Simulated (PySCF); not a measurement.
# One molecule, several mistakes: BClH5NSi

All numbers below are calculated, not measured. The program is PySCF 2.14.0, an open-source quantum chemistry code, run on an isolated molecule that a program drew, which may never have been made. The molecule is BClH5NSi (charge 0, singlet), drawn as the SMILES string `B[SiH](N)Cl`.

Each row is a Hartree-Fock (HF) and frozen-core CCSD(T) single point in the cc-pV(D+d)Z basis, meant for a local HF minimum. Run 1 is clean. Each other run has one planted mistake out of seven kinds, and not every kind appears here: one electron removed, one electron added, multiplicity raised by two, geometry at a saddle point, minimal basis STO-3G, one bond length entered in bohr, all coordinates scaled. The reference is restricted for singlets and unrestricted otherwise, and also for a bond in bohr. Adding or removing an electron swaps singlet and doublet. Electrons count all cores. HOMO and LUMO are orbital energies over both spins, the gradient is its largest component, and the lowest frequency (negative if imaginary) is given only where the gradient is small. Bond lengths are over the 8 bonds as drawn. T1 is the CCSD diagnostic: over 0.02 (restricted) or 0.045 (unrestricted) a single reference is doubtful.

Geometry of the clean run:
```xyz
9
BClH5NSi, angstrom
B    -1.6930    1.4177   -0.1398
Si    0.1950    0.7489   -0.4196
N     0.3651   -0.8835    0.0495
Cl    0.4737    1.0826   -2.4867
H    -1.9248    2.5470    0.1871
H    -2.6249    0.6919   -0.3518
H     1.2797    1.5043    0.2299
H    -0.3233   -1.5555   -0.2356
H     1.2754   -1.3054    0.0699
```

| run | electrons | basis functions | <S^2> | HOMO (eV) | LUMO (eV) | gradient (hartree/bohr) | lowest frequency (cm^-1) | mean bond (Å) | longest bond (Å) | T1 | HF (hartree) | CCSD(T) (hartree) | mistake |
|---|---|---|---|---|---|---|---|---|---|---|---|---|---|
| 1 | 48 | 99 | 0.000 | -11.00 | 1.33 | 2.7e-05 | 137 | 1.4650 | 2.112 | 0.0110 | -830.54411 | -831.09568 | no fault |
| 2 | 48 | 33 | 0.000 | -8.86 | 5.45 | 2.3e-02 | - | 1.4650 | 2.112 | 0.0089 | -821.25485 | -821.41012 | minimal basis STO-3G |
| 3 | 49 | 99 | 0.760 | -0.67 | 8.56 | 6.3e-02 | - | 1.4650 | 2.112 | 0.0104 | -830.52991 | -831.09995 | one electron added |
| 4 | 48 | 99 | 0.000 | -10.94 | 1.69 | 9.1e-02 | - | 1.3478 | 1.943 | 0.0101 | -830.47803 | -831.02244 | ? |
| 5 | 48 | 99 | 2.013 | -7.80 | -1.62 | 5.7e-02 | - | 1.4650 | 2.112 | 0.0191 | -830.41861 | -830.96777 | ? |

**Which mistake was planted in run 4, and what did it cost?**

The mean and the longest bond both change by the same factor, 0.920, and the gradient is no longer small. So the mistake is: all coordinates scaled. Subtracting run 1 and multiplying by 627.51 kcal/mol a hartree, the energy moved by 41.5 kcal/mol in HF and 46.0 kcal/mol in CCSD(T).

**Which mistake was planted in run 5, and what did it cost?**

Electrons, basis and geometry are unchanged, and <S^2> is 2.013, beside S(S+1) = 2.00 for a multiplicity of 3. So the mistake is: multiplicity raised by two. Subtracting run 1 and multiplying by 627.51 kcal/mol a hartree, the energy moved by 78.8 kcal/mol in HF and 80.3 kcal/mol in CCSD(T).

